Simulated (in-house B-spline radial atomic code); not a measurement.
Inner levels of antimony as electrons are removed. A shift is the extra binding of the orbital against the neutral atom ([Kr] 4d10 5s2 5p1/2(2) 5p3/2(1)). The density at the nucleus is averaged over the nuclear charge. Computed with a radial B-spline atomic code at the basis-set limit: Dirac-Hartree-Fock, jj configuration that fills j = l - 1/2 first, finite nuclei.

A number in brackets counts the electrons of a j subshell.

```json
{"ion": "Sb32+", "configuration": "[Ar] 3d3/2(1)", "shift of 2p1/2 (eV)": "1587.17", "shift of 2s1/2 (eV)": "1573.75", "shift of 1s1/2 (eV)": "1615.95", "radius of 2p1/2 (bohr)": "0.10224", "radius of 2s1/2 (bohr)": "0.12083", "radius of 1s1/2 (bohr)": "0.028416", "Σ<r²> (bohr²)": "1.0159", "change of density at nucleus (bohr⁻³)": "332.06"}
{"ion": "Sb33+", "configuration": "[Ne] 3s2 3p6", "shift of 2p1/2 (eV)": "1694.27", "shift of 2s1/2 (eV)": "1681.89", "shift of 1s1/2 (eV)": "1728.38", "radius of 2p1/2 (bohr)": "0.10205", "radius of 2s1/2 (bohr)": "0.12069", "radius of 1s1/2 (bohr)": "0.028417", "Σ<r²> (bohr²)": "0.92203", "change of density at nucleus (bohr⁻³)": "465.13"}
{"ion": "Sb34+", "configuration": "[Ne] 3s2 3p1/2(2) 3p3/2(3)", "shift of 2p1/2 (eV)": "1797.79", "shift of 2s1/2 (eV)": "1781.94", "shift of 1s1/2 (eV)": "1843.21", "radius of 2p1/2 (bohr)": "0.1019", "radius of 2s1/2 (bohr)": "0.12053", "radius of 1s1/2 (bohr)": "0.028413", "Σ<r²> (bohr²)": "0.81046", "change of density at nucleus (bohr⁻³)": "614.05"}
{"ion": "Sb35+", "configuration": "[Ne] 3s2 3p1/2(2) 3p3/2(2)", "shift of 2p1/2 (eV)": "1902.77", "shift of 2s1/2 (eV)": "1883.32", "shift of 1s1/2 (eV)": "1959.9", "radius of 2p1/2 (bohr)": "0.10175", "radius of 2s1/2 (bohr)": "0.12038", "radius of 1s1/2 (bohr)": "0.028409", "Σ<r²> (bohr²)": "0.70217", "change of density at nucleus (bohr⁻³)": "766.28"}
{"ion": "Sb36+", "configuration": "[Ne] 3s2 3p1/2(2) 3p3/2(1)", "shift of 2p1/2 (eV)": "2009.21", "shift of 2s1/2 (eV)": "1986.03", "shift of 1s1/2 (eV)": "2078.43", "radius of 2p1/2 (bohr)": "0.1016", "radius of 2s1/2 (bohr)": "0.12022", "radius of 1s1/2 (bohr)": "0.028405", "Σ<r²> (bohr²)": "0.59704", "change of density at nucleus (bohr⁻³)": "921.85"}
{"ion": "Sb37+", "configuration": "[Ne] 3s2 3p1/2(2)", "shift of 2p1/2 (eV)": "2117.08", "shift of 2s1/2 (eV)": "2090.06", "shift of 1s1/2 (eV)": "2198.81", "radius of 2p1/2 (bohr)": "0.10144", "radius of 2s1/2 (bohr)": "0.12006", "radius of 1s1/2 (bohr)": "0.028401", "Σ<r²> (bohr²)": "0.49494", "change of density at nucleus (bohr⁻³)": "1080.75"}
```
